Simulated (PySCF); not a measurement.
# Electronic structure of Kr⁺ (krypton, charge +1) at the UHF level

Configuration: [Ar] 3d10 4s2 4p5, 2P determinant. Calculation: PySCF 2.14, in def2-TZVP; the non-relativistic Hamiltonian (point nucleus).

```json
{
 "Total energy": "-2751.521762 hartree",
 "One-electron energy": "-3814.9450 hartree",
 "Hartree (Coulomb) energy": "1156.9781 hartree",
 "Exchange energy": "-93.5549 hartree",
 "Kinetic energy": "2751.45093 hartree",
 "⟨S²⟩": "0.7580",
 "⟨L²⟩": "2.030",
 "Sum of ⟨r⟩": "23.67 bohr",
 "Sum of ⟨r²⟩": "32.11 bohr²",
 "Traceless quadrupole moment −½Σ⟨3z² − r²⟩ along its main axis": "1.55 e·bohr²",
 "Density at the nucleus (Gaussians lack the cusp)": "31400 bohr⁻³",
 "Spin density at the nucleus": "-0.0229 bohr⁻³",
 "Langevin diamagnetic susceptibility": "-25.4 ×10⁻⁶ cm³/mol",
 "Time after the integrals": "0.32 s of wall time on 1 thread of Intel(R) Xeon(R) Platinum 8259CL CPU @ 2.50GHz (shared host)"
}
```

```tsv
shell	electrons	mean orbital energy (eV)	spread (eV)	rms radius, mean of both spins (bohr)
1s α	1	-14166.5	0	0.0491
1s β	1	-14166.4	0	0.0491
2s α	1	-1914.2	0	0.203
2s β	1	-1914.1	0	0.203
2p α	3	-1726.7	0.267	0.179
2p β	3	-1726.5	0.106	0.179
3s α	1	-307.32	0	0.576
3s β	1	-307.03	0	0.576
3p α	3	-238.82	0.797	0.586
3p β	3	-238.43	0.125	0.586
3d α	5	-116.10	0.735	0.609
3d β	5	-115.91	0.388	0.609
4s α	1	-43.357	0	1.70
4s β	1	-40.085	0	1.70
4p α	3	-25.550	2.126	1.98
4p β	2	-24.219	0	1.98
```
